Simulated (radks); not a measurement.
Task: Spherical quantum dot in the effective-mass picture: electrons in a hard-walled sphere of radius 1.69, all in effective atomic units (hartree* = m*/eps^2 hartree, bohr* = eps/m* bohr), one dielectric constant everywhere. Method: non-relativistic Kohn-Sham, LDA (Slater exchange, Perdew-Wang correlation), spin-polarised, spherical densities; computed with a radial shooting solver with Libxc functionals. Levels are named by radial order and angular momentum (1s, 1p, 1d, 2s, ...), and open shells are averaged over m. At N = 27 the configuration is 1s2 1p6 1d10 1f(up 7, down 2). Does electron 28 go into 1f down or 2s up or 2s down?

Result: Into 1f down. The total energies of the other choices lie higher by 0.0608 hartree* (2s up), 0.116 hartree* (2s down).
